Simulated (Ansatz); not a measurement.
Calculation: frozen-core CCSD(T)/aug-cc-pVTZ // B3LYP-D3(BJ)/def2-TZVPD in Ansatz (a first-principles code).

Ansatz 0.2 input:
```yaml
crystal:
  periodic: [false, false, false]
  atoms:
    - { symbol: Cl, position_ang: [-1.650115, 1.080325, 0.058304] }
    - { symbol: Si, position_ang: [-0.00433, -0.14597, 0.000343] }
    - { symbol: Cl, position_ang: [1.711256, 0.980305, -0.063147] }
    - { symbol: H, position_ang: [-0.072691, -0.958893, -1.222131] }
    - { symbol: H, position_ang: [0.01588, -0.955764, 1.226633] }
basis:
  gaussian: { orbitals: aug-cc-pVTZ }
correlation:
  method: ccsd_t
```

Output:

```
Functional definition: HF
1100 factors; integrals over basis functions are off by at most 6.9e-4 eV
mean field evaluation 1: about -32904.4316 eV, gradient 1.5e1 eV
mean field evaluation 2: about -32904.5980 eV, gradient 1.6e1 eV
mean field evaluation 4: about -32905.5390 eV, gradient 1.9e0 eV
mean field evaluation 8: about -32905.5587 eV, gradient 8.2e-2 eV
mean field evaluation 16: about -32905.1894 eV, gradient 6.5e0 eV
mean field -32905.55874803 eV, -1209.2569798013 hartree, gradient 2.4e-6 eV, S^2 0.000000; 0 other end points of the search recorded, 0 dependent functions left out
15 core orbitals not correlated
reference -32905.55874803 eV, -1209.2569798013 hartree; 10, 10 occupied and 171, 171 virtual orbitals, 1100 factors
second order -13.83963190 eV of doubles, -0.00000000 eV of singles
cycle   1  -14.66584660 eV  change   -8.3e-1 eV  update   7.1e-2
cycle   2  -14.98795631 eV  change   -3.2e-1 eV  update   2.0e-2
cycle   3  -15.03415597 eV  change   -4.6e-2 eV  update   8.4e-3
cycle   4  -15.02805399 eV  change    6.1e-3 eV  update   1.9e-3
cycle   5  -15.02749378 eV  change    5.6e-4 eV  update   6.6e-4
cycle   6  -15.02746095 eV  change    3.3e-5 eV  update   2.0e-4
cycle   7  -15.02742452 eV  change    3.6e-5 eV  update   6.4e-5
cycle   8  -15.02743622 eV  change   -1.2e-5 eV  update   2.0e-5
perturbative correction -0.63219460 eV, -0.0232327232 hartree
Total energy: -32921.21837885 eV, -1209.8324606196 hartree
```

Cost: about 40 core-seconds (a rough figure).
